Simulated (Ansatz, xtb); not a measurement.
# Ligand exchange: CH4 + ICl → HI + CH3Cl

Species: CH4 (methane) `C`, singlet; ICl (iodine monochloride), singlet; HI (hydrogen iodide), singlet; CH3Cl (chloromethane) `CCl`, singlet. The partners trade CH3 for I: H–CH3 and Cl–I bonds give way to H–I and Cl–CH3.

Shapes, held fixed at every level: PBE0-D4/def2-TZVP. Programs: Ansatz 0.2.0, xtb 6.7.1. The zero-point and thermal change to 298 K, harmonic and unscaled (PBE0-D4/def2-TZVP), is -6.9 kJ/mol.

**What was measured.** Tabulated heats of formation (Active Thermochemical Tables): CH4 -74.5; ICl +17.4; HI +26.5; CH3Cl -82.6 kJ/mol, which give ΔH(298 K) = +1.0 kJ/mol.

```csv
level,kind,ΔH (kJ/mol),computed − measured
GFN1-xTB,semi-empirical,-11.7,-12.7
SPW92/def2-TZVPP,LDA,-9.8,-10.8
r2SCAN-D4/def2-TZVPP,meta-GGA,-5.8,-6.8
BHLYP-D4/def2-TZVPP,global hybrid,-4.3,-5.3
B2PLYP/def2-TZVPP,double hybrid,-6.3,-7.3
MP2/def2-SVP,perturbation theory,-26.3,-27.3
CCSD/def2-TZVPP,coupled cluster or CI,-16.9,-17.9
CCSD(T)/def2-TZVPP,coupled cluster or CI,-15.8,-16.7
```

Nearest: BHLYP-D4/def2-TZVPP (-5.3); farthest: MP2/def2-SVP (-27.3). 3 of 8 levels lie within 10 kJ/mol. For atoms past krypton def2 sets carry core potentials with scalar relativity. Outer-core shells of I are correlated in most correlated rows, in sets that cover them unevenly.
